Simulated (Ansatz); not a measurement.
Cost and result for the atomization energy of C$_{3}$H$_{5}$Al (`C[C]1=[CH][AlH]1`) (9 atoms, 9 bonds).

Z-matrix (Å, degrees):
```
C
C 1 1.483
H 1 1.096 2 112.2
H 1 1.094 2 110.6 3 121.4
H 1 1.094 2 110.5 3 -121.3
C 2 1.369 1 129.9 3 0.4
Al 2 1.863 1 162.4 3 -179.7
H 6 1.091 2 126.4 1 -0.0
H 7 1.572 2 159.0 1 0.1
```

The species carries charge 0 and has multiplicity 1. The geometry is a stationary point of PBE0-D4/def2-TZVP. Program: Ansatz. All runs use 2 threads of an Arm Neoverse V1 on a shared host. Times are those of one run each, without the atoms' runs, and a repeat can differ threefold. Electronic energies, without spin–orbit coupling; frozen cores. CCSD(T)/CBS adds CCSD(T) − MP2 in def2-TZVPP to the MP2 limit, and its time is that of the two runs behind it. T1 = 0.013. HSE06 is the plane-wave form, built on full-range PBE exchange.

CCSD(T)/CBS is a level of theory with its own doubt, some kJ/mol a heavy atom from the limit and from the frozen cores, so smaller differences don't rank the functionals.

```json
{"level": "LDA (SPW92)/def2-TZVPP", "functions": "205", "wall time": "1.4 s", "atomization (kJ/mol)": "3858.3", "difference from CCSD(T)/CBS": "478.5", "per bond": "53.2"}
{"level": "revPBE-D4/def2-TZVPP", "functions": "205", "wall time": "2.5 s", "atomization (kJ/mol)": "3381.9", "difference from CCSD(T)/CBS": "2.1", "per bond": "0.2"}
{"level": "CCSD(T)/def2-SVP", "functions": "85", "wall time": "2.5 s", "atomization (kJ/mol)": "3240.3", "difference from CCSD(T)/CBS": "-139.5", "per bond": "-15.5"}
{"level": "BHLYP-D4/def2-TZVPP", "functions": "205", "wall time": "3.2 s", "atomization (kJ/mol)": "3291.2", "difference from CCSD(T)/CBS": "-88.6", "per bond": "-9.8"}
{"level": "HSE06-D4/def2-TZVPP", "functions": "205", "wall time": "3.7 s", "atomization (kJ/mol)": "3412.5", "difference from CCSD(T)/CBS": "32.7", "per bond": "3.6"}
{"level": "CAM-B3LYP-D4/def2-TZVPP", "functions": "205", "wall time": "3.7 s", "atomization (kJ/mol)": "3390.5", "difference from CCSD(T)/CBS": "10.7", "per bond": "1.2"}
{"level": "r2SCANh-D4/def2-TZVPP", "functions": "205", "wall time": "6.5 s", "atomization (kJ/mol)": "3387.7", "difference from CCSD(T)/CBS": "7.9", "per bond": "0.9"}
{"level": "ωB97X-V/def2-TZVPP", "functions": "205", "wall time": "9.5 s", "atomization (kJ/mol)": "3388.9", "difference from CCSD(T)/CBS": "9.1", "per bond": "1.0"}
{"level": "B97M-V/def2-TZVPP", "functions": "205", "wall time": "13 s", "atomization (kJ/mol)": "3420.9", "difference from CCSD(T)/CBS": "41.1", "per bond": "4.6"}
{"level": "ωB97M-V/def2-TZVPP (with forces)", "functions": "205", "wall time": "14 s", "atomization (kJ/mol)": "3395.4", "difference from CCSD(T)/CBS": "15.6", "per bond": "1.7"}
{"level": "MP2/def2-QZVPP", "functions": "391", "wall time": "22 s", "atomization (kJ/mol)": "3405.9", "difference from CCSD(T)/CBS": "26.1", "per bond": "2.9"}
{"level": "CCSD(T)/def2-TZVPP", "functions": "205", "wall time": "59 s", "atomization (kJ/mol)": "3297.2", "difference from CCSD(T)/CBS": "-82.6", "per bond": "-9.2"}
{"level": "CCSD(T)/CBS(def2)", "functions": "–", "wall time": "81 s", "atomization (kJ/mol)": "3379.8", "difference from CCSD(T)/CBS": "0.0", "per bond": "0.0"}
```

From PBE to PBE0 (25 % exact exchange), in def2-TZVPP and without D4, the atomization energy moves by −50.2 kJ/mol: exact exchange takes away binding that semilocal exchange gives to molecules. At CCSD(T), def2-SVP lies −139.4 kJ/mol from the extrapolated value and def2-TZVPP −82.6 kJ/mol: correlation converges slowly with the basis, and small sets miss more of it in the bonded molecule than in its fragments. In def2-TZVPP, CCSD(T) changes the Hartree–Fock value by +797.5 kJ/mol (the triples alone add +54.9 kJ/mol) and MP2 by +857.5 kJ/mol; breaking electron pairs costs correlation energy, which Hartree–Fock lacks.
